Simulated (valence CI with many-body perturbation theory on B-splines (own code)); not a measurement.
# Questions on Sr33+

Computed by valence CI with perturbative core correlation (CI+MBPT): three valence electrons over a frozen Dirac-Fock core [He], a basis of 11 s, 11 p, 10 d, 8 f, 5 g, 2 h functions for each j, with the one-electron correlation potential Σ1 (screened to all orders), the two-electron term Σ2, the three-electron term Σ3, Breit, model QED; selected single and double excitations, second order for the rest, scaled by the run's own slope (own B-spline code, finite nucleus).

No measured spectrum was set against this ion. As an estimate, large intervals hold to a few tenths of a per cent, small ones and those within an open d or f shell to about a per cent.

Levels are named by their leading jj configuration (3d3/2^4 stands for four electrons in 3d with j = 3/2), which in mixed levels can hold well under half, so a name can repeat and another be missing.

Rates and lifetimes use the calculated energies. Strong lines usually hold to 10 to 20 %, long lifetimes can be off by a factor of two.

Q: What is the ground level?

A: (2s^2 2p1/2) J=1/2, composition 99 % 2s²2p ²P°, g = 0.654.

Q: Among levels below 3455.0 eV, which E1 lines absorb most strongly from the ground level?

A: to (2s^2 3d3/2) J=3/2 at 0.5045 nm, f = 0.707; to (2s 2p1/2 3p3/2) J=3/2 at 0.4935 nm, f = 0.221; to (2s 2p1/2 3p3/2) J=1/2 at 0.4945 nm, f = 0.133.

Q: Where does the other parity begin?

A: At (2s 2p1/2^2) J=1/2, 94.6 eV.

Q: What is the ionisation energy?

A: 4233.8 eV; NIST lists 4232 ± 3 eV (semi-empirical).

Q: How well does LS coupling describe the low levels?

A: Among the lowest 20 levels the leading LS term, summed over configurations, holds 81 % on average. For single configurations the figures are 80 % in LS and 94 % in jj coupling. Terms mix most in the J = 3/2 level at 311.8 eV, where the leading one holds 44 %.
